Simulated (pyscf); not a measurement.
## `[NH2][Os](=[O])(=[O])(=[O])[OH]`, singlet

Gas-phase minimum from PySCF at ωB97X-D3(BJ)/def2-SVP, one conformer. 

```xyz
9

N     -1.5996     0.1290    -0.9462
Os    -0.4254     1.6355    -0.7373
O     -0.6288     1.2891     0.9148
O      1.2602     1.7396    -0.8960
O     -1.1578     3.1396    -0.9193
O     -0.4347     1.2009    -2.6700
H     -1.9928    -0.3565    -0.1471
H     -1.6900    -0.2798    -1.8706
H      0.4410     1.3747    -3.0393
```

Bond lengths (Å): N1–Os2 1.921, N1–H7 1.014, N1–H8 1.015, Os2–O3 1.700, Os2–O4 1.696, Os2–O5 1.683, Os2–O6 1.981, O6–H9 0.966. Angles (°): Os2–N1–H7 121.8, Os2–N1–H8 118.0, H7–N1–H8 119.4, N1–Os2–O3 82.7, N1–Os2–O4 130.2, N1–Os2–O5 115.0, N1–Os2–O6 73.7, O3–Os2–O4 102.8, O3–Os2–O5 103.6, O3–Os2–O6 154.5, O4–Os2–O5 111.6, O4–Os2–O6 85.8, O5–Os2–O6 95.1, Os2–O6–H9 109.2.

Properties at ωB97X-D3(BJ)/def2-SVP:

| Quantity | Value |
|---|---|
| Harmonic wavenumbers, unscaled | 82, 214, 301, 313, 340, 373, 377, 405, 453, 591, 647, 742, 910, 962, 1007, 1020, 1048, 1476, 3596, 3751, 3880 cm⁻¹ |
| Zero-point energy | 32.1 kcal/mol |
| Rotational symmetry number | 1 |
| Entropy of this conformer at 298 K and 1 atm, rigid rotor and harmonic oscillator, modes under 100 cm⁻¹ raised to 100 | 354.2 J/(mol K) |
| Dipole moment | 2.33 D |

Single-point totals, which compare only within one level:

| level | total energy (hartree) |
|---|---|
| ωB97X-D3(BJ)/def2-TZVP | -448.35014 |
| PBE/def2-TZVP | -448.03950 |
| r²SCAN/def2-TZVP | -448.21537 |
| B3LYP-D3(BJ)/def2-TZVP | -448.33899 |
| PBE0-D3(BJ)/def2-TZVP | -447.90550 |
| M06-2X/def2-TZVP | -447.96493 |
| ωB97M-D3(BJ)/def2-TZVP | -448.29565 |

Soft torsions are taken as harmonic, which can shift the entropy by several J/(mol K). Elements past Kr carry the def2 core potentials, without spin-orbit coupling.
